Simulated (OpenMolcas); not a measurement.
Consider [Cu2(μ-F)2(Cl)4]2-, a planar model complex in vacuum (2 bridging F, bridge angle 94°, metal-metal distance 2.82 Å, Cu–F 1.93 Å; typed geometry, not optimised).

```xyz
8

Cu    -1.4086     0.0000     0.0000
Cu     1.4086     0.0000     0.0000
F      0.0000     1.3135     0.0000
F      0.0000    -1.3135     0.0000
Cl    -3.0562     1.6476     0.0000
Cl    -3.0562    -1.6476     0.0000
Cl     3.0562     1.6476     0.0000
Cl     3.0562    -1.6476     0.0000
```

**Question.** Give the energies of the total-spin states at CASSCF(2,2) on the singly occupied d orbitals (ANO-RCC-VDZP, scalar-relativistic DKH2, RICD, no spin-orbit coupling, OpenMolcas), and the exchange constant.

**Answer.** Local spins 1/2 and 1/2.

| total S | E (cm⁻¹) | natural occupations, lowest and highest |
|---|---|---|
| 1 | 0.0 | 1.000, 1.000 |
| 0 | 17.8 | 0.991, 1.009 |

J = 8.9 cm⁻¹ (ferromagnetic).

J is defined by H = −2J S1·S2, so negative values are antiferromagnetic. Wave-function values come from the highest and lowest total spin; broken-symmetry values use Yamaguchi's formula with the computed ⟨S²⟩. The active space holds the singly occupied metal orbitals alone, without bridging-ligand orbitals. No row is a measured value.
